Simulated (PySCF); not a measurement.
## Spinor energies of Ce+ (cerium, charge +1)

Start: [Xe] 4f1 5d2; 4f5/2 filled at m_j = +5/2; 5d3/2 filled at m_j = +1/2, +3/2. Calculated with PySCF 2.14 in x2c-TZVPall-2c with one added diffuse shell each of s, p, d, f type (12s12p11d5f1g, 147 functions): generalised Hartree-Fock with the X2C-1e Hamiltonian and a Gaussian nucleus; one run each with spin-orbit coupling (SO) switched off, then screened by Boettger's factors.

| spinor shell | electrons | ε, spin-free (eV) | ε, screened SO (eV) | weight of nominal j (screened SO) | rms radius, screened SO (bohr) |
| --- | --- | --- | --- | --- | --- |
| 1s1/2 | 2 | -40647.7 | -40642.3 | 1.000 | 0.0280 |
| 2s1/2 | 2 | -6621.7 | -6620.1 | 1.000 | 0.114 |
| 2p1/2 | 2 | -5924.1 | -6236.7 | 1.000 | 0.0979 |
| 2p3/2 | 4 | -5924.1 | -5786.4 | 1.000 | 0.104 |
| 3s1/2 | 2 | -1475.6 | -1475.1 | 1.000 | 0.296 |
| 3p1/2 | 2 | -1248.7 | -1311.7 | 1.000 | 0.288 |
| 3p3/2 | 4 | -1248.7 | -1220.7 | 1.000 | 0.301 |
| 3d3/2 | 4 | -926.23 | -937.80 | 1.000 | 0.272 |
| 3d5/2 | 6 | -926.23 | -918.11 | 1.000 | 0.276 |
| 4s1/2 | 2 | -321.53 | -321.45 | 1.000 | 0.676 |
| 4p1/2 | 2 | -244.61 | -258.72 | 0.998 | 0.700 |
| 4d3/2 | 4 | -130.50 | -133.63 | 0.956 | 0.796 |
| 4d5/2 | 6 | -130.50 | -128.41 | 0.971 | 0.805 |
| 5s1/2 | 2 | -54.511 | -54.597 | 1.000 | 1.64 |
| 5p1/2 | 2 | -33.120 | -36.333 | 0.898 | 1.86 |
| 5p3/2 | 4 | -33.120 | -31.746 | 0.949 | 1.91 |
| 4f5/2 | 1 | -18.304 | -18.512 | 0.961 | 1.24 |
| 5d3/2 | 2 | -11.102 | -11.181 | 0.887 | 3.08 |

**Question.** Where does 4p3/2 lie, and what is the 4p spin-orbit splitting (screened SO)?

**Answer.** At -238.35 eV, 20.373 eV above 4p1/2.

```tsv
quantity	spin-free	screened SO
E (hartree)	-8854.38223	-8858.24881
M_J	9/2	9/2
⟨J²⟩	27.781	25.542
⟨L²⟩	42.027	39.371
⟨S²⟩	3.753	3.238
```

The determinant has a definite M_J but mixes levels of different J.

Each row is a mean over spinors that exchange with the open shell spreads, by up to 6.395 eV (4d3/2).

Rows whose weight is well below 1 are mixtures of j = l ± 1/2: exchange outweighs spin-orbit coupling there, and the label is only the starting occupation.

Breit and QED terms are absent; they matter most for the inner s and p1/2 levels.

Densities and radii are taken from the X2C orbitals without a picture-change correction, which distorts them close to the nucleus.

Without spin-orbit coupling the j labels of p, d and f shells carry no meaning; the spin-free column gives the mean over the occupied spinors of each nl shell, and its ⟨J²⟩ belongs to a mixture of degenerate components.
